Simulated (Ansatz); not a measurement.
Computed with Ansatz on PBE0-D4/def2-TZVP structures; ΔE is electronic, products minus reactants. CBS: MP2 limit from def2 TZ/QZ plus the TZ coupled-cluster correction, frozen cores. This one scheme is used for every species. def2 core potentials past Kr. For In outer-core shells are correlated without core-valence functions, which leaves a few kJ/mol of doubt a bond. Each species was taken in one conformer, which may not be the lowest.

Reaction (formal exchange of groups at the In–Cl bond): `[NH2][InH][Cl]` + `CC` → `C[CH2][InH][NH2]` + HCl

```tsv
species	CCSD(T)/CBS(def2) energy (Eh)
`[NH2][InH][Cl]`	-706.15182
`CC`	-79.71954
`C[CH2][InH][NH2]`	-325.43163
HCl	-460.38127
```

Q: Work out ΔE.

A: ΔE = (-325.43163) + (-460.38127) − (-706.15182) − (-79.71954) = 0.05846 Eh = +36.7 kcal/mol.

Q: What do rigid-rotor, harmonic-oscillator terms from PBE0-D4/def2-TZVP frequencies (298.15 K, 1 bar) make of the CCSD(T)/CBS value? (Estimate.)

A: Computed: ΔZPE = -3.0 kcal/mol, ΔH = +34.4 kcal/mol, ΔS = 4 J/(mol·K), ΔG = +34.1 kcal/mol.

Largest T1 diagnostic among the species: 0.014.

In def2-TZVPP, CCSD(T) changes the Hartree–Fock value by −9.6 kcal/mol (the triples alone add −0.9 kcal/mol) and MP2 by −9.7 kcal/mol. From r2SCAN to r2SCAN0 (25 % exact exchange), in def2-TZVPP and without D4, ΔE moves by +0.7 kcal/mol.
